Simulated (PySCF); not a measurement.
Input for PySCF: U-M06-2X/def2-TZVPP on OH (SMILES [OH]).

```python
from pyscf import gto, dft

mol = gto.M(
    atom='''
    O     0.00000000   -0.00000000    0.48836012
    H    -0.00000000    0.00000000   -0.48836012
    ''',
    basis='def2-tzvpp',
    charge=0, spin=1, verbose=4, max_memory=1800)
mf = dft.UKS(mol, xc='m062x').density_fit(auxbasis='def2-universal-jkfit')
mf.grids.level = 4
mf.conv_tol = 1e-9
mf.max_cycle = 150
mf.kernel()
mf.dip_moment()
```

Output:

```
PySCF version 2.14.0

[INPUT] verbose = 4
[INPUT] num. atoms = 2
[INPUT] num. electrons = 9
[INPUT] charge = 0
[INPUT] spin (= nelec alpha-beta = 2S) = 1
[INPUT] symmetry False subgroup None
[INPUT] Mole.unit = angstrom
[INPUT] Symbol           X                Y                Z      unit          X                Y                Z       unit  Magmom
[INPUT]  1 O      0.000000000000   0.000000000000   0.488360120000 AA    0.000000000000   0.000000000000   0.922866876960 Bohr   0.0
[INPUT]  2 H      0.000000000000   0.000000000000  -0.488360120000 AA    0.000000000000   0.000000000000  -0.922866876960 Bohr   0.0

nuclear repulsion = 4.33431960758794
number of shells = 17
number of NR pGTOs = 62
number of NR cGTOs = 45
basis = def2-tzvpp
ecp = {}


******** <class 'pyscf.df.df_jk.DFUKS'> ********
method = DFUKS
initial guess = minao
damping factor = 0
level_shift factor = 0
DIIS = <class 'pyscf.scf.diis.CDIIS'>
diis_start_cycle = 1
diis_space = 8
diis_damp = 0
SCF conv_tol = 1e-09
SCF conv_tol_grad = None
SCF max_cycles = 150
direct_scf = False
number electrons alpha = 5  beta = 4
XC library pyscf.dft.libxc version 7.1.2
    S. Lehtola, C. Steigemann, M. J. T. Oliveira, and M. A. L. Marques,  SoftwareX 7, 1–5 (2018)
XC functionals = m062x
    Y. Zhao and D. G. Truhlar,  Theor. Chem. Acc. 120, 215 (2008)
    Y. Zhao and D. G. Truhlar,  Theor. Chem. Acc. 120, 215 (2008)
radial grids:
    Treutler-Ahlrichs [JCP 102, 346 (1995); DOI:10.1063/1.469408] (M4) radial grids

becke partition: Becke, JCP 88, 2547 (1988); DOI:10.1063/1.454033
pruning grids: <function nwchem_prune>
grids dens level: 4
symmetrized grids: False
atomic radii adjust function: <function treutler_atomic_radii_adjust>
small_rho_cutoff = 0
Set gradient conv threshold to 3.16228e-05
tot grids = 43968
******** <class 'pyscf.df.df.DF'> ********
auxbasis = def2-universal-jkfit
init E= -75.5369688822538
  alpha nocc = 5  HOMO = -0.410048053646831  LUMO = 0.0477832609582833

WARN: beta  nocc = 4  HOMO -0.41004805364689 >= LUMO -0.410048053646818


WARN: HOMO -0.410048053646831 >= LUMO -0.410048053646818

cycle= 1 E= -75.7186077026503  delta_E= -0.182  |g|= 0.183  |ddm|= 0.649
  alpha nocc = 5  HOMO = -0.398372224917708  LUMO = 0.0495864366999683
  beta  nocc = 4  HOMO = -0.370498685870629  LUMO = -0.0725982478606042
  HOMO = -0.370498685871  LUMO = -0.0725982478606  gap/eV = 8.10628
cycle= 2 E= -75.7277368310342  delta_E= -0.00913  |g|= 0.128  |ddm|= 0.205
  alpha nocc = 5  HOMO = -0.446468491141715  LUMO = 0.0533455318388576
  beta  nocc = 4  HOMO = -0.415352347491869  LUMO = -0.109526197149783
  HOMO = -0.415352347492  LUMO = -0.10952619715  gap/eV = 8.32195
cycle= 3 E= -75.7332337293478  delta_E= -0.0055  |g|= 0.0254  |ddm|= 0.0731
  alpha nocc = 5  HOMO = -0.438165642219765  LUMO = 0.0587207780626215
  beta  nocc = 4  HOMO = -0.405198132236421  LUMO = -0.0980351553369658
  HOMO = -0.405198132236  LUMO = -0.098035155337  gap/eV = 8.35833
cycle= 4 E= -75.7334750516238  delta_E= -0.000241  |g|= 0.0049  |ddm|= 0.0135
  alpha nocc = 5  HOMO = -0.439550307095594  LUMO = 0.0593413687116922
  beta  nocc = 4  HOMO = -0.404959997719978  LUMO = -0.0973277625652997
  HOMO = -0.40495999772  LUMO = -0.0973277625653  gap/eV = 8.37110
cycle= 5 E= -75.7334968142744  delta_E= -2.18e-05  |g|= 0.00131  |ddm|= 0.00581
  alpha nocc = 5  HOMO = -0.439595576201341  LUMO = 0.0596803418275016
  beta  nocc = 4  HOMO = -0.40429315430378  LUMO = -0.0969082903547758
  HOMO = -0.404293154304  LUMO = -0.0969082903548  gap/eV = 8.36437
cycle= 6 E= -75.7334991389319  delta_E= -2.32e-06  |g|= 0.00032  |ddm|= 0.00236
  alpha nocc = 5  HOMO = -0.439721486397623  LUMO = 0.0597566255689514
  beta  nocc = 4  HOMO = -0.404252697024198  LUMO = -0.0969405321101817
  HOMO = -0.404252697024  LUMO = -0.0969405321102  gap/eV = 8.36239
cycle= 7 E= -75.7334993328635  delta_E= -1.94e-07  |g|= 0.000104  |ddm|= 0.000712
  alpha nocc = 5  HOMO = -0.439724433624249  LUMO = 0.0597669136247276
  beta  nocc = 4  HOMO = -0.404246688942763  LUMO = -0.0969421773857562
  HOMO = -0.404246688943  LUMO = -0.0969421773858  gap/eV = 8.36218
cycle= 8 E= -75.7334993885821  delta_E= -5.57e-08  |g|= 8.59e-05  |ddm|= 0.000266
  alpha nocc = 5  HOMO = -0.439723365476965  LUMO = 0.0597679467308367
  beta  nocc = 4  HOMO = -0.404249419561808  LUMO = -0.0969424076890633
  HOMO = -0.404249419562  LUMO = -0.0969424076891  gap/eV = 8.36225
cycle= 9 E= -75.7334994371498  delta_E= -4.86e-08  |g|= 8.45e-05  |ddm|= 0.000225
  alpha nocc = 5  HOMO = -0.439719903299341  LUMO = 0.0597675317624038
  beta  nocc = 4  HOMO = -0.404253525402801  LUMO = -0.0969392929695587
  HOMO = -0.404253525403  LUMO = -0.0969392929696  gap/eV = 8.36245
cycle= 10 E= -75.7334996511573  delta_E= -2.14e-07  |g|= 7.98e-05  |ddm|= 0.00102
  alpha nocc = 5  HOMO = -0.439708087713846  LUMO = 0.0597677856885781
  beta  nocc = 4  HOMO = -0.404306424450404  LUMO = -0.0968882017179169
  HOMO = -0.40430642445  LUMO = -0.0968882017179  gap/eV = 8.36528
cycle= 11 E= -75.7335008584841  delta_E= -1.21e-06  |g|= 5.45e-05  |ddm|= 0.00777
  alpha nocc = 5  HOMO = -0.439709018645992  LUMO = 0.0597680594428525
  beta  nocc = 4  HOMO = -0.404299458607497  LUMO = -0.0968862379151929
  HOMO = -0.404299458607  LUMO = -0.0968862379152  gap/eV = 8.36514
cycle= 12 E= -75.7335011817704  delta_E= -3.23e-07  |g|= 3.64e-05  |ddm|= 0.0039
  alpha nocc = 5  HOMO = -0.439721107986692  LUMO = 0.0597672215556813
  beta  nocc = 4  HOMO = -0.404253660112992  LUMO = -0.0969264694745888
  HOMO = -0.404253660113  LUMO = -0.0969264694746  gap/eV = 8.36280
cycle= 13 E= -75.7335013134228  delta_E= -1.32e-07  |g|= 2.88e-06  |ddm|= 0.00414
  alpha nocc = 5  HOMO = -0.439719798501045  LUMO = 0.0597671215448017
  beta  nocc = 4  HOMO = -0.404262036231088  LUMO = -0.0969190224496757
  HOMO = -0.404262036231  LUMO = -0.0969190224497  gap/eV = 8.36323
cycle= 14 E= -75.733501314511  delta_E= -1.09e-09  |g|= 3.99e-06  |ddm|= 0.000412
  alpha nocc = 5  HOMO = -0.439721333115912  LUMO = 0.0597671856741044
  beta  nocc = 4  HOMO = -0.404253795667074  LUMO = -0.096926628493371
  HOMO = -0.404253795667  LUMO = -0.0969266284934  gap/eV = 8.36280
cycle= 15 E= -75.7335013145166  delta_E= -5.58e-12  |g|= 1.24e-06  |ddm|= 5.31e-06
  alpha nocc = 5  HOMO = -0.439721222306169  LUMO = 0.0597671431788029
  beta  nocc = 4  HOMO = -0.404255816386666  LUMO = -0.096925021212364
  HOMO = -0.404255816387  LUMO = -0.0969250212124  gap/eV = 8.36290
Extra cycle  E= -75.733501314517  delta_E= -3.84e-13  |g|= 5.32e-07  |ddm|= 7.7e-07
converged SCF energy = -75.733501314517  <S^2> = 0.75272599  2S+1 = 2.0027241
Dipole moment(X, Y, Z, Debye): -0.00000, -0.00000, -1.73540
```

The run converged.

Cost: very roughly 10 core-seconds.
